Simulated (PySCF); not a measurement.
**Computed properties of CH9NO2Si2, SMILES CN[SiH2]O[SiH2]O**

CH₉NO₂Si₂, SMILES CN[SiH2]O[SiH2]O. Geometry optimised at B3LYP-D3(BJ)/def2-SVP. The structure was generated by enumeration, and PubChem lists no compound with its InChIKey, so it may never have been made. One conformer was computed; it need not be the lowest. All values are computed for the isolated molecule unless a solvent is named; none is compared with measurement here.

**Structure.** All 39 harmonic modes at B3LYP-D3(BJ)/def2-SVP (PySCF) are real, so it is a minimum. With heavy atoms numbered as in [CH3:1][NH:2][SiH2:3][O:4][SiH2:5][OH:6], the shortest bond between them is C1–N2 at 1.456 Å and the longest N2–Si3 at 1.721 Å.

**Vibrations.** The strongest infrared lines (harmonic, unscaled, degenerate partners summed) lie at 912 cm⁻¹ (542 km/mol, H 75 %, Si 20 %), 1059 cm⁻¹ (295 km/mol, O 70 %, Si 15 %, H 15 %), 944 cm⁻¹ (203 km/mol, H 90 %, Si 9 %). The softest mode is at 41 cm⁻¹ and the zero-point energy is 68.4 kcal/mol.

**Electronic structure.** CAM-B3LYP/def2-TZVP (PySCF) places the frontier levels at -8.42 and 1.32 eV, a gap of 9.74 eV, and gives a dipole moment of 1.05 D and a mean polarisability of 73.5 bohr³. PBE/def2-TZVP (PySCF) at the same geometry gives -5.63 and -0.39 eV, so its gap is 4.50 eV narrower. An orbital gap is neither the optical nor the fundamental gap.

**Excitations.** TDA-ωB97X/def2-SVPD (PySCF) has S1 at 6.67 eV (186 nm, f = 0.017, weak); the most intense of the 6 singlets computed lies at 7.84 eV (f = 0.05). T1 (TDA) is at 6.46 eV, 0.21 eV under S1. TDA-PBE/def2-SVPD (PySCF) puts S1 at 5.05 eV. No vertical singlet excitation falls in the visible range (under 3.1 eV).

**NMR.** GIAO shifts at PBE0/pcSseg-1 (PySCF) (non-relativistic, atoms alike by connectivity averaged): ¹³C at 34.6 ppm against TMS; ¹H from 1.3 to 5.1 ppm against TMS; ²⁹Si from -32.6 to -31.1 ppm against TMS.
